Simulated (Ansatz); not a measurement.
```yaml
crystal:
  periodic: [false, false, false]
  atoms:
    - {symbol: Mg, position_ang: [-0.935765, -0.928980, -2.876830]}
    - {symbol: O, position_ang: [-1.086649, -1.080999, -0.957923]}
    - {symbol: Mg, position_ang: [-1.034352, -1.030842, 0.976498]}
    - {symbol: O, position_ang: [-1.013664, -1.012115, 2.940272]}
    - {symbol: O, position_ang: [-1.015563, 1.016500, -2.938108]}
    - {symbol: Mg, position_ang: [-1.032001, 1.035284, -0.974292]}
    - {symbol: O, position_ang: [-1.079883, 1.085713, 0.960242]}
    - {symbol: Mg, position_ang: [-0.925590, 0.932992, 2.878826]}
    - {symbol: O, position_ang: [1.009287, -1.017128, -2.940036]}
    - {symbol: Mg, position_ang: [1.029903, -1.035492, -0.976266]}
    - {symbol: O, position_ang: [1.081926, -1.085513, 0.958152]}
    - {symbol: Mg, position_ang: [0.931762, -0.932394, 2.877018]}
    - {symbol: Mg, position_ang: [0.929619, 0.928371, -2.879015]}
    - {symbol: O, position_ang: [1.084578, 1.080812, -0.960471]}
    - {symbol: Mg, position_ang: [1.036421, 1.031064, 0.974060]}
    - {symbol: O, position_ang: [1.019960, 1.012735, 2.937874]}
basis:
  gaussian: {orbitals: "6-31++G**"}
hamiltonian: {xc: {name: B2PLYP}}
scf: {lower_state_search: full}
```

```sh
$ ansatz run in.yaml --threads 4 --pin off --events-out ev --progress --plain --max-ram 6963MiB
```

It prints (some lines left out):

```
Functional definition: B2PLYP
2728 factors; integrals over basis functions are off by at most 1.3e-4 eV
mean field evaluation 1: about -59858.5786 eV, gradient 1.5e2 eV
mean field evaluation 2: about -59859.0921 eV, gradient 1.5e2 eV
mean field evaluation 4: about -59896.4196 eV, gradient 3.7e1 eV
mean field evaluation 8: about -59899.5367 eV, gradient 8.6e-1 eV
mean field evaluation 16: about -59899.7165 eV, gradient 1.2e-3 eV
mean field evaluation 32: about -59849.2797 eV, gradient 1.1e2 eV
mean field -59899.71645328 eV, -2201.2739781721 hartree, gradient 4.8e-6 eV, S^2 0.000000; 0 other end points of the search recorded, 0 dependent functions left out
16 core orbitals not correlated: weight in the atoms' cores, before any rotation towards them, 1.000 or more for the frozen orbitals, at most 0.000 for the correlated occupied ones
reference -59899.71670594 eV, -2201.2739874572 hartree; 64, 64 occupied and 256, 256 virtual orbitals, 2728 factors
second order -65.74765358 eV of doubles, -0.00000000 eV of singles
Total energy: -59917.46857241 eV, -2201.9263565172 hartree
```

It took 58 s on 4 threads of Arm Neoverse V2 on a shared host, peak host memory 2.6 GiB.

The 6-31G sets use Cartesian d functions. Correlated methods freeze 16 core orbitals; core or outer-core shells of Mg are correlated, in sets that lack core-valence functions.
